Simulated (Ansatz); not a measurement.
A nudged elastic band was laid between two geometries of CH6OSn + H2 (11 atoms, charge 0, multiplicity 1).

Method: Ansatz, UKS PBE/def2-SVP.

```json
{
  "movable images": "7",
  "climbing image": "yes",
  "spring": "5.0 eV/Å²",
  "optimiser": "quadratic models (default)",
  "start path": "through a guess of the saddle point",
  "force threshold": "0.05 eV/Å",
  "iteration limit": "60",
  "end points": "relaxed"
}
```

Image 0:

```xyz
11
Properties=species:S:1:pos:R:3
Sn -0.988 1.535 0.080
O 0.284 -0.041 0.031
C -0.204 -1.309 -0.346
H -1.640 1.737 -1.513
H 0.034 2.828 0.571
H -2.234 1.175 1.230
H 2.494 -0.330 0.574
H 3.225 -0.525 0.734
H -1.003 -1.700 0.333
H -0.610 -1.339 -1.389
H 0.642 -2.031 -0.304
```

Image 8:

```xyz
11
Properties=species:S:1:pos:R:3
Sn -0.608 1.753 0.823
O 1.025 -0.492 -0.659
C 0.293 -1.687 -0.870
H -1.751 0.720 0.049
H 0.354 2.616 -0.313
H -1.494 2.902 1.776
H 1.577 -0.618 0.136
H 0.380 0.849 1.918
H -0.408 -1.930 -0.035
H -0.318 -1.541 -1.784
H 0.951 -2.572 -1.042
```

**Question.** Which bonds break or form, and what moves?

**Answer.** Bonds broken: Sn1–O2, H7–H8. Bonds formed: Sn1–H8, O2–H7. CH6OSn + H2 becomes CH4O + H4Sn.

**Question.** Give the energies along the band, and the barrier.

**Answer.** The forces met the threshold. The highest image is number 4 of 0 to 8, 23.9 kcal/mol above the first end and 29.6 kcal/mol above the last; the last end lies 5.7 kcal/mol below the first. The profile has 3 maxima (images 2, 4, 6) with wells between them (images 3, 5): this band takes more than one step, which may be the mechanism or a detour left from its start path. Neighbouring images differ by up to 1.2 eV, so the band resolves the path poorly. A vibrational analysis at the climbing image gives one clearly imaginary mode, 1106i cm⁻¹: a first-order saddle point. The orbitals stay closed-shell, which can raise the energy where a bond breaks towards radicals; this wasn't checked here.

```
image  path coordinate (Å)  energy (kcal/mol)  Sn1–O2 (Å)  H7–H8 (Å)  Sn1–H8 (Å)
    0                 0.00                0.0        2.03       0.77        4.74
    1                 1.77                0.3        2.03       0.77        4.29
    2                 3.54                1.2        2.02       0.77        3.79
    3                 5.31                0.7        2.03       0.77        3.60
    4                 7.09               23.9        2.23       1.03        2.12
    5                 9.09               -4.8        3.10       2.17        1.73
    6                11.09               -3.4        3.59       3.12        1.72
    7                13.09               -4.9        3.21       3.10        1.72
    8                15.09               -5.7        3.15       2.60        1.73
```

**Question.** What is the geometry of the highest image?

**Answer.** 
```xyz
11
Properties=species:S:1:pos:R:3
Sn -0.336 1.517 0.321
O -0.048 -0.688 0.409
C -0.007 -1.609 -0.670
H -1.670 1.210 -0.762
H 0.803 2.504 -0.531
H -0.953 2.188 1.787
H 0.920 -0.194 0.983
H 1.314 0.681 1.365
H -0.012 -2.650 -0.282
H -0.907 -1.482 -1.309
H 0.895 -1.475 -1.311
```

The run took 5.8 min on 2 threads of Arm Neoverse V2, with other jobs on the host, peak memory 0.29 GiB.
